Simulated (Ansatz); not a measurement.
```yaml
crystal:
  periodic: [false, false, false]
  atoms:
    - {symbol: C, position_ang: [0.966648, -2.661324, -1.740448]}
    - {symbol: C, position_ang: [1.060383, -1.587692, -0.970073]}
    - {symbol: C, position_ang: [0.150318, -0.402906, -1.059945]}
    - {symbol: N, position_ang: [-0.508550, -0.105462, 0.204055]}
    - {symbol: Si, position_ang: [-1.960397, -0.925399, 0.617774]}
    - {symbol: C, position_ang: [-0.112065, 1.106126, 0.913657]}
    - {symbol: C, position_ang: [-0.487475, 2.380484, 0.164071]}
    - {symbol: C, position_ang: [1.365240, 1.093075, 1.282313]}
    - {symbol: H, position_ang: [1.646381, -3.499166, -1.638443]}
    - {symbol: H, position_ang: [0.199115, -2.739842, -2.504953]}
    - {symbol: H, position_ang: [1.824231, -1.537724, -0.197462]}
    - {symbol: H, position_ang: [0.726577, 0.473492, -1.375888]}
    - {symbol: H, position_ang: [-0.580869, -0.573756, -1.860723]}
    - {symbol: H, position_ang: [-1.874386, -2.329525, 0.140579]}
    - {symbol: H, position_ang: [-2.120277, -0.874791, 2.095651]}
    - {symbol: H, position_ang: [-3.194870, -0.331194, 0.014433]}
    - {symbol: H, position_ang: [-0.679097, 1.099868, 1.852375]}
    - {symbol: H, position_ang: [-0.244792, 3.265054, 0.758277]}
    - {symbol: H, position_ang: [0.056118, 2.462938, -0.781206]}
    - {symbol: H, position_ang: [-1.556447, 2.398671, -0.058443]}
    - {symbol: H, position_ang: [1.609030, 0.203804, 1.866503]}
    - {symbol: H, position_ang: [1.620828, 1.976450, 1.872190]}
    - {symbol: H, position_ang: [1.999255, 1.101920, 0.391207]}
basis:
  gaussian: {orbitals: def2-mTZVP}
hamiltonian: {xc: {name: wB97X-D}}
```

```sh
$ ansatz run in.yaml --threads 4 --pin off --events-out ev --progress --plain --max-ram 66560MiB --backend cpu
```

Shortened log:

```
Error: YAML parse error: error: line 29 column 19: hamiltonian.xc: no functional is named "wB97X-D"; the names, which are not case-sensitive, are SVWN5, SPW92, PBE, PBE0, PBEsol, revPBE, revPBE0, RPBE, rPW86-PBE, HSE06, wPBEh, LC-wPBE, HISS, HF, BLYP, B3LYP, B3LYP5, BHLYP, CAM-B3LYP, r2SCAN, r2SCANh, r2SCAN0, r2SCAN50, m-r2SCAN, B97, wB97, wB97X, wB97X-V, B97M-V, wB97M-V, B2PLYP, B2GP-PLYP, PBE0-DH, PBE-QIDH
27 | basis:
28 |   gaussian: {orbitals: def2-mTZVP}
29 | hamiltonian: {xc: {name: wB97X-D}}
```

What is wrong with this run?

The method's name isn't one that the program takes here. The program refused the input.

HSE06 is defined as in plane-wave codes.
